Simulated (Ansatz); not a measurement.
Computed with Ansatz on PBE0-D4/def2-TZVP structures; ΔE is electronic, products minus reactants. CCSD(T)/CBS adds triple-zeta CCSD(T) − MP2 to the extrapolated MP2 energy (def2 sets, frozen cores). Functionals use def2-TZVPP. For Ga outer-core shells are correlated without core-valence functions, which leaves a few kJ/mol of doubt a bond. Scalar relativity is left out up to krypton. One conformer a species, not always the lowest.

Reaction (redistribution): `[NH2][GaH][SiH2]O` + `O=CC[SiH](O)Cl` → `O[SiH2]C[SiH](O)Cl` + `[NH2][GaH][CH]=O`

`[NH2][GaH][SiH2]O`:

```xyz
10

N     2.292   -0.110   -0.434
Ga    0.900    0.385    0.627
Si   -1.307    0.024   -0.258
O    -2.277   -0.433    1.008
H     2.192   -0.548   -1.334
H     3.259    0.007   -0.183
H     1.307    1.020    2.000
H    -1.845    1.259   -0.910
H    -1.316   -1.020   -1.330
H    -3.204   -0.585    0.815
```

`O=CC[SiH](O)Cl`:

Z-matrix (Å, degrees):
```
C
C 1 1.493
Si 1 1.867 2 112.3
H 1 1.094 2 110.0 3 118.9
H 1 1.094 2 110.9 3 -119.1
O 2 1.201 1 124.1 3 -94.7
H 2 1.110 1 115.3 3 83.9
O 3 1.632 1 105.6 2 -176.0
Cl 3 2.058 1 109.3 2 -56.7
H 3 1.478 1 112.6 2 61.0
H 8 0.959 3 118.8 1 179.8
```

`O[SiH2]C[SiH](O)Cl`:

```xyz
13

O    -1.557   -1.020    0.127
Si   -1.349    0.605   -0.175
C     0.378    0.990    0.394
Si    1.620   -0.329   -0.037
O     1.173   -1.768    0.580
Cl    1.728   -0.394   -2.100
H    -2.380   -1.427   -0.145
H    -2.366    1.387    0.580
H    -1.524    0.884   -1.623
H     0.381    1.109    1.483
H     0.690    1.944   -0.045
H     2.984   -0.046    0.450
H     0.223   -1.934    0.510
```

`[NH2][GaH][CH]=O`:

```xyz
8

N    -0.298   -0.396   -1.472
Ga    0.007    0.799   -0.154
C     0.298   -0.170    1.608
O     0.244   -1.375    1.628
H    -0.311   -1.386   -1.290
H    -0.473   -0.177   -2.437
H     0.025    2.333   -0.445
H     0.507    0.372    2.563
```

CCSD(T)/CBS gives -0.08 eV.

Task: Another level gave -0.09 eV. Which?
A. PBE0-D4/def2-TZVPP
B. PBE0/def2-TZVPP
C. r2SCAN-D4/def2-TZVPP
D. CCSD(T)/def2-TZVPP

Result: D. CCSD(T)/def2-TZVPP -0.09, PBE0-D4 0.02, r2SCAN-D4 -0.04, PBE0 0.06 eV.

Largest T1 diagnostic among the species: 0.016.

The D4 term adds −0.08 eV with B3LYP and −0.04 eV with PBE0; it sums over pairs of atoms, weighted by their polarisabilities, and B3LYP, whose exchange is more repulsive, gets the larger term. In def2-TZVPP, CCSD(T) changes the Hartree–Fock value by −0.15 eV (the triples alone add −0.02 eV) and MP2 by −0.18 eV.

B3LYP here is the variant with VWN-RPA as its local correlation; programs differ in this.
